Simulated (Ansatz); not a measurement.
**Match the barriers**

Saddle point of CH7FGe, singlet (CH₆Ge ([CH3][GeH3]) + HF → CH₅FGe ([CH3][GeH2][F]) + H₂; bonds formed: Ge1–F7, H2–H6; bonds broken: Ge1–H2, H6–F7), PBE0-D4/def2-TZVP structure:

| atom | x (Å) | y (Å) | z (Å) |
| --- | --- | --- | --- |
| Ge1 | -0.4545 | 0.0549 | -0.5847 |
| H2 | -0.5099 | 1.8326 | -0.0408 |
| H3 | -0.2413 | -0.4271 | -2.0244 |
| H4 | -1.9900 | 0.2162 | -0.4055 |
| C5 | 0.2801 | -0.9946 | 0.8634 |
| H6 | 0.3713 | 1.7728 | -0.3528 |
| F7 | 1.3027 | 1.1299 | -0.8742 |
| H8 | -0.2248 | -1.9620 | 0.8988 |
| H9 | 0.1191 | -0.4841 | 1.8133 |
| H10 | 1.3474 | -1.1384 | 0.7068 |

Computed with Ansatz 0.2.0 (basis: def2-TZVPP, with def2-QZVPP for the basis limit); correlated methods freeze the cores. Filled d shells of the heavier atoms are correlated. The def2 sets are not built for correlating such inner shells, so the correlated values are less sure here. B3LYP uses VWN-RPA correlation. Extrapolation: Hartree–Fock as exp(−7.88 √X), correlation as X^−2.97. Four methods, as single points on the PBE0-D4 structures, gave these electronic barriers from the start structure: 28.22, 37.80, 40.32, 51.86 kcal/mol.

Task: The methods were, in alphabetical order, B3LYP-D4, HF, MP2, SPW92. Which gave which? (Judge from chemistry; the calculation decides.)

Result: Computed: SPW92 28.22; B3LYP-D4 37.80; MP2 40.32; HF 51.86 kcal/mol. For comparison, CCSD(T) at an estimated basis limit (MP2 extrapolated from triple and quadruple zeta, plus CCSD(T) − MP2 in triple zeta) gives 41.53 kcal/mol.

The T1 diagnostic stays at or below 0.013.

Labels in which every atom is bracketed show which atoms are joined, not bond orders.

For scale, one of the runs: CCSD(T)/def2-TZVPP, 208 basis functions, launched by `ansatz run in.yaml --threads 4 --pin off --events-out ev --progress --plain --max-ram 9574MiB`. The run took 100 s on 4 CPU threads of an Intel Xeon (shared host), with 2.9 GiB of host memory at its peak.
